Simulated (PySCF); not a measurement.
## LiCa⁺: frontier orbitals

r²SCAN at R = 3.337 Å; Li 3-21G, Ca 3-21G; no relativity (PySCF 2.14). State: ¹Σ⁺ (singlet), closed shell. Only the outer orbitals are listed, counted within each symmetry.

```csv
orbital,occ.,ε (eV),on Li (%),main shells (%)
4σ,2,-57.74,99,99 Li s
5σ,2,-53.49,0,100 Ca s
2π,2,-33.86,0,100 Ca p
2π,2,-33.86,0,100 Ca p
6σ,2,-33.83,0,100 Ca p
7σ,2,-8.26,34,"65 Ca s, 24 Li s, 10 Li p"
8σ,0,-6.07,38,"38 Li s, 35 Ca p, 27 Ca s"
3π,0,-5.14,22,"78 Ca p, 22 Li p"
3π,0,-5.14,22,"78 Ca p, 22 Li p"
```

Which are the highest filled and the lowest empty level, where do they sit, and how wide is the gap?

Highest filled 7σ at -8.26 eV (in %: 65 Ca s, 24 Li s, 10 Li p); lowest empty 8σ at -6.07 eV (in %: 38 Li s, 35 Ca p, 27 Ca s); the gap at r²SCAN is 2.19 eV.

The bond order (Mayer) is 0.91. The ⟨S²⟩ is 0.000 and the charge on Li (Mulliken, basis-dependent) is 0.34. The charge on Li (Löwdin, basis-dependent) is 0.31 and the dipole moment (positive dipole points towards Ca; it is taken about the centre of mass and depends on that origin) is -4.37 D.

Closed-shell solutions of metal pairs were not tested for spin polarisation, which can lower them a little. 3-21G is very small, so such numbers show the basis as much as the molecule.
